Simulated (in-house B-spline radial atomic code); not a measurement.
## Ionising Be⁺ with different functionals

Computed with an all-electron radial atomic-structure program (B-spline basis): non-relativistic Hamiltonian, point nucleus, spin-polarised at highest spin, spherical fractional occupations for the functionals, the average over the highest-spin determinants for Hartree-Fock. The ionisation energy is the difference of two self-consistent energies, [He] 2s1 → 1s2, without Breit or QED terms; ε is the level of the shell that loses the electron (its least bound occupied spin orbital).

| method | rung | ΔSCF (eV) | -ε(2s) (eV) |
| --- | --- | --- | --- |
| Hartree-Fock | Hartree-Fock | 18.13 | 18.13 |
| HF fractional | Hartree-Fock | 18.13 | 18.13 |
| LDA VWN5 | LDA | 18.25 | 14.30 |
| LDA PW92 | LDA | 18.25 | 14.30 |
| LDA exchange-only | LDA | 17.64 | 13.68 |
| PBE | GGA | 18.50 | 14.47 |
| PBEsol | GGA | 18.29 | 14.34 |
| BLYP | GGA | 18.55 | 14.29 |
| RPBE | GGA | ? | ? |
| PW91 | GGA | 18.54 | 14.50 |
| BP86 | GGA | 18.39 | 14.50 |
| AM05 | GGA | 18.22 | 14.30 |
| OLYP | GGA | 18.57 | 14.34 |
| TPSS | meta-GGA | 18.39 | 14.52 |
| r2SCAN | meta-GGA | 18.19 | 14.62 |
| M06-L | meta-GGA | 17.71 | 14.43 |
| revTPSS | meta-GGA | 18.34 | 14.55 |
| PBE0 | global hybrid | 18.46 | 15.48 |
| B3LYP | global hybrid | 18.62 | 15.25 |
| TPSSh | global hybrid | 18.38 | 14.91 |
| M06-2X | global hybrid | 18.38 | 16.35 |
| BHandHLYP | global hybrid | 18.50 | 16.31 |
| r2SCAN0 | global hybrid | 18.23 | 15.54 |
| B97-1 | global hybrid | ? | ? |
| HSE06 | range-separated hybrid | 18.45 | 15.07 |
| wB97X | range-separated hybrid | 17.94 | 17.61 |
| CAM-B3LYP | range-separated hybrid | 18.61 | 16.72 |
| LC-wPBE | range-separated hybrid | 18.53 | 18.16 |

What does RPBE give?

ΔSCF 18.57 eV, and -ε(2s) = 14.50 eV.

What does B97-1 give?

ΔSCF 18.33 eV, and -ε(2s) = 15.19 eV.

Among the functionals, which spreads more, the ΔSCF values or the orbital energies?

The orbital energies: ΔSCF values span about 0.98 eV and the orbital energies 4.48 eV; here energy differences depend much less on the functional than eigenvalues do.

How do they compare with the NIST value?

NIST lists 18.211 eV (measured, ground level to ground level). Errors run from -0.57 to +0.41 eV; AM05 is closest (+0.01 eV), but part of that can be cancellation, since the calculations leave out relativity, Breit-QED terms. Hartree-Fock also lacks correlation.
